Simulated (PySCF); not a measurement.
hexa-1,2-dien-4-yne (C₆H₆), SMILES C=C=CC#CC.

Coordinates come from a PBE-D3(BJ)/def2-SVP optimisation.

Method: PBE/def2-TZVP run with PySCF.

The molecule is in vacuum.

| Item | Value |
|---|---|
| total energy | -231.89875 hartree |
| highest occupied level | -5.53 eV |
| lowest empty level | -1.53 eV |
| orbital gap | 4.00 eV |
| dipole moment | 0.57 D |
| quadrupole, principal values (traceless, Buckingham form, about the centre of nuclear charge) | -5.77, -3.25, 9.02 D·Å |
| mean static polarisability | 83.3 bohr³ (12.34 Å³) |
| polarisability, principal values | 47.1, 59.7, 143.1 bohr³ |
